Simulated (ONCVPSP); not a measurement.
antimony (Sb): one change to an ONCV potential, before and after

Sb (Z = 51), optimised norm-conserving Vanderbilt (ONCV), made with ONCVPSP 4.0.1 (PBE, scalar-relativistic). Core [Kr], reference 4d10 5s2 5p1.5 (charge +1.5). Waves: 5s: rc 1.65 bohr, ncon 5, nbas 8, qcut 3.1 1/bohr, 2 projectors, debl 1.5 Ha; 5p: rc 2.05 bohr, ncon 4, nbas 7, qcut 4.6 1/bohr, 2 projectors, debl 2.4 Ha; 4d: rc 1.30 bohr, ncon 3, nbas 7, qcut 9.8 1/bohr, 2 projectors, debl 0.6 Ha. Local part: polynomial inside 1.10 bohr (lpopt 5, dvloc0 6 Ha). Core correction: polynomial model core, fcfact 0.65.

In the d channel the program set the typed energies aside and used -1.719, 0.250 Ha.

Change: local potential polynomial inside 1.10 bohr (lpopt 5, dvloc0 2 Ha).

Cutoffs: the cutoffs (Ha) at which the residual kinetic energy of the hardest occupied pseudo-wave falls to 1 and 0.1 mHa per electron; they do not see the model core or the augmentation charge, which bear on the density cutoff. Errors are all-electron minus pseudo energies relative to the spin-unpolarised reference configuration.

Problem. How do hardness, ghosts and transferability respond?

Solution. The potential gets neither clearly harder nor softer (56 Ha and 65 Ha → 56 Ha and 65 Ha); both files keep a bound ghost (s); the lowest positive-energy flag moves from p at 64.0 eV to p at 20.4 eV; of the 4 tests that both files solve, the error grows in 1 and shrinks in 0 by more than 15 % and 0.3 meV (median size 2.9 → 3.1 meV); the range in which the p phases agree narrows (upper end 2.3 → 0.7).

```csv
quantity,base,changed
"cutoff, loose",56 Ha,56 Ha
"cutoff, tight",65 Ha,65 Ha
bound ghosts,s,s
GHOST(+) flags under 300 eV,p at 64.0 eV,p at 20.4 eV
"error for 4d10 5s2 5p3, meV [ΔE -15.29 eV]",+3.2,+3.7
"error for 4d10 5s2 5p2, meV [ΔE -6.97 eV]",+1.6,+1.7
"error for 4d10 5s2 5p1, meV [ΔE 9.00 eV]",-2.5,-2.5
"error for 4d9 5s2 5p3, meV [ΔE 25.45 eV]",-373,-370
s: phases at 1.67 bohr within 0.05 rad from the reference energy up to (Ha; the scan ends near 5),to the end of the scan,to the end of the scan
p: phases at 2.08 bohr within 0.05 rad from the reference energy up to (Ha; the scan ends near 5),2.3,0.7
d: phases at 1.32 bohr within 0.05 rad from the reference energy up to (Ha; the scan ends near 5),to the end of the scan,to the end of the scan
"rms error of d²Exc/dni dnj with the model core, mHa",0.26,0.26
```

 A true bound ghost makes a file unfit for plane-wave use even where its test errors are small: the radial tests pick states by their node count and pass the ghost by.
